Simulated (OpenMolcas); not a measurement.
**Ionisation energies of aluminium**

```json
{
 "Program": "OpenMolcas 26.06",
 "Basis": "ANO-RCC-VDZP [4s3p1d]",
 "Scalar Hamiltonian": "DKH2, point nucleus",
 "Spin-orbit coupling": "state interaction with AMFI integrals over the reference wave functions, term energies averaged over their components"
}
```

Active shells in each charge state: the valence s, p shells, with orbitals averaged over the low states. Where CASPT2's correlated closed shells are named, they are those of the first ion.

A. CASSCF
B. SS-CASPT2, IPEA 0.25 Eh, imaginary shift 0.1 Eh (closed shells correlated: 2s 2p)
C. SS-CASPT2, IPEA 0.25 Eh, imaginary shift 0.1 Eh (closed shells correlated: none)
D. SS-CASPT2, IPEA 0 Eh, imaginary shift 0.1 Eh (closed shells correlated: 2s 2p)

Energies in eV between the lowest computed levels (charge -1 gives the electron affinity), named as in B; reference values from the NIST Atomic Spectra Database with their kind.

| From | To | A | B | C | D | Spin-orbit share in B | Reference |
| --- | --- | --- | --- | --- | --- | --- | --- |
| Al- 3s² 3p² ³P₀ | Al 3s² 3p ²P°_1/2 | -1.198 | -0.849 | -0.856 | -0.735 | -0.003 |  |
| Al 3s² 3p ²P°_1/2 | Al+ 3s² ¹S₀ | 5.142 | 5.586 | 5.572 | 5.703 | +0.009 | 5.986 (measured) |
| Al+ 3s² ¹S₀ | Al2+ 3s ²S_1/2 | 18.399 | 18.465 | 18.439 | 18.467 | +0.000 | 18.829 (measured) |
| Al2+ 3s ²S_1/2 | Al3+ 2p⁶ ¹S₀ | 28.080 | 28.122 | 28.080 | 28.124 | +0.000 | 28.448 (measured) |

Error against the reference values, in %:

| From | Reference | A | B | C | D |
| --- | --- | --- | --- | --- | --- |
| Al | measured | -14.1 | -6.7 | -6.9 | -4.7 |
| Al+ | measured | -2.3 | -1.9 | -2.1 | -1.9 |
| Al2+ | measured | -1.3 | -1.1 | -1.3 | -1.1 |

Mean absolute error over the 3 measured values: A 0.55 eV, B 0.36 eV, C 0.39 eV, D 0.32 eV.

No diffuse functions were added, so the electron affinity comes out too small, and without dynamic correlation a bound anion can come out unbound.

° marks odd parity.
